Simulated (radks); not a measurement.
The numbers below are computed, except where a source is named.
Q: Radial electron density D(r) = 4 pi r^2 rho(r) of an atom or ion with 39 electrons. Level of theory: scalar-relativistic Kohn-Sham, PBEsol, spin-polarised, spherical densities, point nucleus (a radial shooting solver on a logarithmic mesh with Libxc functionals).

r (bohr),D(r) (e/bohr),spin D(r)
0.002624,7.505,-0.000178
0.003444,11.51,-0.000271
0.004485,17.01,-0.000400
0.005886,24.64,-0.000575
0.007726,34.21,-0.000793
0.01006,44.62,-0.00103
0.01321,54.76,-0.00126
0.01733,61.62,-0.00142
0.02257,62.85,-0.00139
0.02963,58.87,-0.000623
0.03889,54.67,0.00339
0.05063,57.71,0.0190
0.06646,69.89,0.0725
0.08724,80.05,0.217
0.1136,74.43,0.503
0.1491,58.44,0.930
0.1957,55.40,1.23
0.2548,64.57,0.983
0.3345,57.39,0.224
0.4391,31.82,0.116
0.5763,18.29,1.74
0.7504,18.28,3.72
0.985,13.05,3.63
1.293,4.505,1.71
1.684,0.7337,0.380
2.21,0.04528,0.0316
2.9,0.0008745,0.000752

What is the nuclear charge?

A: Z = 49. The innermost maximum, from 1s, lies near gamma/Z bohr with gamma = sqrt(1 - (Z/c)^2) = 0.934, here 0.0191 bohr (found: 0.0208), and its height grows with Z. The density is that of the indium ion In10+ in [Kr] 4d3; the configuration itself is not fixed sharply by these data, and Z only to a few units. D(r) has 4 maxima, at r = 0.0208, 0.0915, 0.272, 0.733 bohr, and minima at 0.0408, 0.178, 0.619 bohr, inside which lie 1.99, 11.13, 29.26 electrons.
